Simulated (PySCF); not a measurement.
**PbF and its ions**

UHF-MP2; PySCF, scalar-relativistic core potentials, basis sets Pb def2-SVPD with ECP60, F def2-SVPD. Neutral (UHF): doublet (π ↑), Re = 2.096 Å, ωe = 510 cm⁻¹, De = 4.78 eV.

PbF⁺ (RHF): singlet (closed shell), Re = 2.015 Å, ωe = 612 cm⁻¹. The energies at the minima are -291.50227 hartree for PbF and -291.25365 for PbF⁺.

(1) Work out the adiabatic ionisation energy, without and with harmonic zero-point energies (1 hartree = 27.2114 eV, 1 eV = 8065.5 cm⁻¹), and the change of the bond length.

PbF⁻ (UHF): triplet (π ↑↑), Re = 2.216 Å, ωe = 383 cm⁻¹, De = 2.23 eV to Pb + F⁻. The energies at the minima are -291.50227 hartree for PbF and -291.54089 for PbF⁻.

(2) Work out the adiabatic electron affinity, without and with harmonic zero-point energies (1 hartree = 27.2114 eV, 1 eV = 8065.5 cm⁻¹), and the change of the bond length.

Correlated steps freeze 5 core orbitals. Correlated levels converge slowly with the basis: in double zeta they bind strong bonds too weakly, by up to about 1 eV, and carry superposition errors of some tenths. Spin–orbit coupling is left out, which matters for elements this heavy, above all for dissociation energies. For an ion De counts to the pair picked by the measured ionisation energies or electron affinities, which need not be the lowest pair at this level. States were picked by a PBE0 search and need not be the measured ground states.

Neutral and ion stand on different kinds of reference determinant, which adds to the error of the difference.

Results:

(1) At MP2: 0.24862 hartree = 6.765 eV between the minima; the zero-point term (612.0 − 510.0)/2 cm⁻¹ = +0.006 eV makes it 6.772 eV. Re changes by -8.1 pm against the neutral. The electron leaves a π orbital, and the shorter bond of the ion fits an antibonding orbital, or a change in how ionic the bond is.

(2) At UHF-MP2: 0.03862 hartree = 1.051 eV between the minima; the zero-point term (510.0 − 383.0)/2 cm⁻¹ = +0.008 eV makes it 1.059 eV. Re changes by +12.0 pm against the neutral. The electron enters a π orbital, and the longer bond of the ion fits an antibonding orbital, or a change in how ionic the bond is.
